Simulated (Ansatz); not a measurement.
Cost and result for the atomization energy of CH8BNOSi (`B[SiH2]C(N)O`) (13 atoms, 12 bonds).

```xyz
13

B    -0.751   -1.242    1.850
Si   -0.272    0.451    0.885
C     0.197    0.119   -0.937
N     0.772    1.272   -1.558
O     1.197   -0.906   -0.956
H    -0.699   -2.323    1.336
H    -1.106   -1.208    2.992
H     0.897    1.079    1.566
H    -1.416    1.415    0.970
H    -0.688   -0.266   -1.478
H     0.760    1.221   -2.568
H     0.355    2.139   -1.258
H     0.754   -1.752   -0.844
```

Total charge 0; spin multiplicity 1. All single points use the PBE0-D4/def2-TZVP geometry. It is one conformer, not always the lowest. Program: Ansatz. All runs use 4 threads of an Arm Neoverse V1 on a shared host. Times are those of one run each, without the atoms' runs, and a repeat can differ threefold. Electronic energies, without spin–orbit coupling; frozen cores. CCSD(T)/CBS adds CCSD(T) − MP2 in def2-TZVPP to the MP2 limit, and its time is that of the two runs behind it. T1 = 0.012. B3LYP takes the VWN-RPA correlation (the form of Gaussian; ORCA's B3LYP/G).

CCSD(T)/CBS is a level of theory with its own doubt, some kJ/mol a heavy atom from the limit and from the frozen cores, so smaller differences don't rank the functionals.

| level | functions | wall time |
| --- | --- | --- |
| PBE-D4/def2-TZVPP (with forces) | 278 | 3.1 s |
| PBE0-D4/def2-TZVPP | 278 | 3.3 s |
| r2SCAN-D4/def2-TZVPP (with forces) | 278 | 5.5 s |
| B3LYP-D4/def2-TZVPP (with forces) | 278 | 5.5 s |
| B2PLYP/def2-TZVPP | 278 | 6.5 s |
| ωB97X-V/def2-TZVPP | 278 | 8 s |
| ωB97M-V/def2-TZVPP (with forces) | 278 | 13 s |
| MP2/def2-QZVPP | 538 | 29 s |
| CCSD(T)/def2-TZVPP | 278 | 3.7 min |
| CCSD(T)/CBS(def2) | – | 4.2 min |

Question: What atomization energy does each give, and how far from CCSD(T)/CBS? (Estimate.)

Answer: Ansatz gave: 
```json
{"level": "PBE-D4/def2-TZVPP (with forces)", "atomization (kJ/mol)": "4472.1", "difference from CCSD(T)/CBS": "79.4", "per bond": "6.6"}
{"level": "PBE0-D4/def2-TZVPP", "atomization (kJ/mol)": "4393.3", "difference from CCSD(T)/CBS": "0.6", "per bond": "0.1"}
{"level": "r2SCAN-D4/def2-TZVPP (with forces)", "atomization (kJ/mol)": "4398.8", "difference from CCSD(T)/CBS": "6.1", "per bond": "0.5"}
{"level": "B3LYP-D4/def2-TZVPP (with forces)", "atomization (kJ/mol)": "4410.5", "difference from CCSD(T)/CBS": "17.8", "per bond": "1.5"}
{"level": "B2PLYP/def2-TZVPP", "atomization (kJ/mol)": "4347.4", "difference from CCSD(T)/CBS": "-45.3", "per bond": "-3.8"}
{"level": "ωB97X-V/def2-TZVPP", "atomization (kJ/mol)": "4422.6", "difference from CCSD(T)/CBS": "29.9", "per bond": "2.5"}
{"level": "ωB97M-V/def2-TZVPP (with forces)", "atomization (kJ/mol)": "4415.8", "difference from CCSD(T)/CBS": "23.1", "per bond": "1.9"}
{"level": "MP2/def2-QZVPP", "atomization (kJ/mol)": "4385.0", "difference from CCSD(T)/CBS": "-7.7", "per bond": "-0.6"}
{"level": "CCSD(T)/def2-TZVPP", "atomization (kJ/mol)": "4269.0", "difference from CCSD(T)/CBS": "-123.7", "per bond": "-10.3"}
{"level": "CCSD(T)/CBS(def2)", "atomization (kJ/mol)": "4392.7", "difference from CCSD(T)/CBS": "0.0", "per bond": "0.0"}
```

In def2-TZVPP, CCSD(T) changes the Hartree–Fock value by +1136.7 kJ/mol (the triples alone add +60.0 kJ/mol) and MP2 by +1179.3 kJ/mol; breaking electron pairs costs correlation energy, which Hartree–Fock lacks. The D4 term adds +39.5 kJ/mol with B3LYP and +20.8 kJ/mol with PBE0; it sums over pairs of atoms, weighted by their polarisabilities, and B3LYP, whose exchange is more repulsive, gets the larger term. From PBE to PBE0 (25 % exact exchange), in def2-TZVPP and without D4, the atomization energy moves by −75.0 kJ/mol: exact exchange takes away binding that semilocal exchange gives to molecules.
